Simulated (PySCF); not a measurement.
# Correlation energy of Br (bromine, neutral)

[Ar] 3d10 4s2 4p5, 2P determinant. Calculation: PySCF 2.14, in cc-pVTZ-PP with ECP10MDF (5s4p3d1f, 39 functions); scalar relativity through the core potential. Frozen: 3s2 3p6 3d10; 7 electrons correlated.

MP2 pair energies summed by pair of shells (mhartree):

| pair | energy | share (%) |
| --- | --- | --- |
| 4p-4p | -81.49 | 60.7 |
| 4s-4p | -44.68 | 33.3 |
| 4s-4s | -8.07 | 6.0 |

Total MP2 correlation energy: -134.24 mhartree.

Same-spin part -30.59 and opposite-spin part -103.65 mhartree; SCS-MP2 scales them by 1/3 and 6/5 to -134.58 mhartree.

| level | correlation energy (mhartree) |
| --- | --- |
| CCSD | -153.56 |
| (T) | -4.42 |
| CCSD(T) | -157.98 |

Diagnostics: T1 = 0.0062, D1 = 0.0205, largest double amplitude 0.047.

Cost of the coupled-cluster step: 0.47 s of wall time on 1 thread of Neoverse-V1 (shared host), for 7 correlated electrons.

Iterations:

```
CC2 = 0
CCSD nocc = (np.int64(4), np.int64(3)), nmo = (30, 30)
frozen orbitals [[0, 1, 2, 3, 4, 5, 6, 7, 8], [0, 1, 2, 3, 4, 5, 6, 7, 8]]
max_cycle = 100
direct = 0
conv_tol = 1e-08
conv_tol_normt = 1e-06
diis_space = 8
diis_start_cycle = 0
Init t2, MP2 energy = -0.134240677976324
Init E_corr(UCCSD) = -0.134240677980454
cycle = 1  E_corr(UCCSD) = -0.149375080469491  dE = -0.0151344025  norm(t1,t2) = 0.0366397
cycle = 2  E_corr(UCCSD) = -0.152397400792183  dE = -0.00302232032  norm(t1,t2) = 0.0109705
cycle = 3  E_corr(UCCSD) = -0.153602506154314  dE = -0.00120510536  norm(t1,t2) = 0.00418259
cycle = 4  E_corr(UCCSD) = -0.153555835199042  dE = 4.66709553e-05  norm(t1,t2) = 0.000532608
cycle = 5  E_corr(UCCSD) = -0.153555637494289  dE = 1.97704753e-07  norm(t1,t2) = 9.64638e-05
cycle = 6  E_corr(UCCSD) = -0.153556455437586  dE = -8.17943296e-07  norm(t1,t2) = 2.49727e-05
cycle = 7  E_corr(UCCSD) = -0.153556371868168  dE = 8.35694174e-08  norm(t1,t2) = 7.47455e-06
cycle = 8  E_corr(UCCSD) = -0.15355635351546  dE = 1.83527089e-08  norm(t1,t2) = 1.71076e-06
cycle = 9  E_corr(UCCSD) = -0.153556351177761  dE = 2.33769878e-09  norm(t1,t2) = 2.97017e-07
UCCSD converged
E(UCCSD) = -415.6449469045779  E_corr = -0.1535563511777607
UCCSD(T) correction = -0.00442181279296805
```
